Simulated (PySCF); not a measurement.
**Nb⁺: interval between two levels**

Nb⁺ [Kr] 4d4 [5D4, M_J = 4] → Nb⁺ [Kr] 4d3 5p1 [5G6, M_J = 6], as a difference of total energies. All numbers are calculated (PySCF 2.14, the two-component X2C-1e Hamiltonian, in x2c-TZVPall-2c with one added diffuse shell each of s, p, d type (9s10p8d1f, 86 functions)). Correlated levels: [Ar] 3d10 frozen; the 6 highest virtual spinors dropped. "Screened" scales the spin-orbit matrix elements by Boettger's factors to mimic the two-electron term; Breit and QED terms are absent.

```tsv
method	interval between two levels (cm⁻¹)
GHF (spin-free)	30832
GMP2 (spin-free)	33037
GHF (screened spin-orbit)	31631
GMP2 (screened spin-orbit)	33907
```

The labels give the starting determinants; with spin-orbit coupling the two ends relaxed to ⟨J²⟩ = 20.04, ⟨L²⟩ = 6.07, ⟨S²⟩ = 6.00 and ⟨J²⟩ = 42.01, ⟨L²⟩ = 20.06, ⟨S²⟩ = 5.99.
